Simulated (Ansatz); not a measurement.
A nudged elastic band was laid between two geometries of BrH + Cl3HOTi (8 atoms, charge 0, multiplicity 1).

All numbers below come from RKS PBE/def2-SVP (Ansatz 0.2.0).

```json
{
 "movable images": "5",
 "climbing image": "yes",
 "spring": "5.0 eV/Å²",
 "optimiser": "quadratic models (default)",
 "start path": "through a guess of the saddle point",
 "force threshold": "0.05 eV/Å",
 "iteration limit": "60",
 "end points": "relaxed"
}
```

Image 0:

```xyz
8
Properties=species:S:1:pos:R:3
Ti -0.257 0.180 -0.263
O -0.207 -0.628 1.329
H -0.910 -0.766 1.993
Cl 1.743 0.097 -1.130
Cl -0.915 2.245 0.022
Cl -1.709 -0.855 -1.526
Br 2.254 -2.332 2.938
H 1.298 -1.569 2.157
```

Image 6:

```xyz
8
Properties=species:S:1:pos:R:3
Ti 0.529 -0.121 0.070
O -0.696 -0.667 1.937
H -1.361 -1.311 1.616
Cl 1.734 0.167 -1.738
Cl 0.085 1.953 0.596
Cl -1.141 -1.281 -0.861
Br 2.240 -1.198 1.376
H -0.093 -1.172 2.523
```

What changes between the two ends?

Bonds broken: Br7–H8. Bonds formed: Ti1–Br7, O2–H8. BrH + Cl3HOTi becomes BrCl3H2OTi.

Give the energies along the band, and the barrier.

The run converged. The highest image is number 3 of 0 to 6, 7.5 kcal/mol above the first end and 16.5 kcal/mol above the last; the last end lies 9.0 kcal/mol below the first. A vibrational analysis at the climbing image gives one clearly imaginary mode, 517i cm⁻¹: a first-order saddle point. The orbitals stay closed-shell, which can raise the energy where a bond breaks towards radicals; this wasn't checked here.

```tsv
image	path coordinate (Å)	energy (kcal/mol)	Br7–H8 (Å)	Ti1–Br7 (Å)	O2–H8 (Å)
0	0.00	0.0	1.45	4.78	1.96
1	1.17	0.2	1.45	4.65	1.97
2	2.35	0.8	1.45	4.11	1.94
3	3.52	7.5	1.61	2.96	1.32
4	4.98	-6.0	2.68	2.44	0.98
5	6.43	-8.0	3.06	2.38	0.98
6	7.89	-9.0	2.60	2.41	0.98
```

What is the geometry of the highest image?


```xyz
8
Properties=species:S:1:pos:R:3
Ti 0.120 -0.130 0.036
O -0.125 -0.361 1.912
H -0.770 0.084 2.495
Cl 2.050 0.533 -0.732
Cl -1.097 1.699 -0.029
Cl -0.923 -1.460 -1.340
Br 1.480 -2.507 1.166
H 0.562 -1.488 2.012
```

What are the harmonic wavenumbers there?

517i, 53, 81, 100, 118, 121, 146, 164, 194, 390, 434, 443, 491, 637, 705, 857, 1310, 3708 cm⁻¹.

The run took 3.7 min on 4 threads of Arm Neoverse V1 (shared host), peak memory 0.27 GiB.
